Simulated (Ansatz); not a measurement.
Gas-phase reaction in SMILES: C#CB(C)C → C#CB([CH2])C + H atom (the C-H bond at the site shown breaks; other sites are not compared here)
Structures are relaxed separately at B3LYP-D3(BJ)/def2-TZVP in Ansatz (a program for electronic structure), one conformer each, not searched for the lowest.

Wanted: bond dissociation energy (electronic energy difference), in kcal/mol. Valence correlation only, unless marked. UHF or UKS for open shells. Spin-orbit coupling is left out. No relativistic terms. CBS marks a two-point X^-3 extrapolation of the correlation energy; Hartree-Fock from the larger set.

```tsv
level	program	bond dissociation energy (kcal/mol)
HF/STO-3G	Ansatz	103.1
```

**Question.** What does CCSD(T)/CBS(cc-pVTZ,cc-pVQZ) (Ansatz) give?

**Answer.** 102.1 kcal/mol, so HF/STO-3G differs from it by 1.0 kcal/mol.
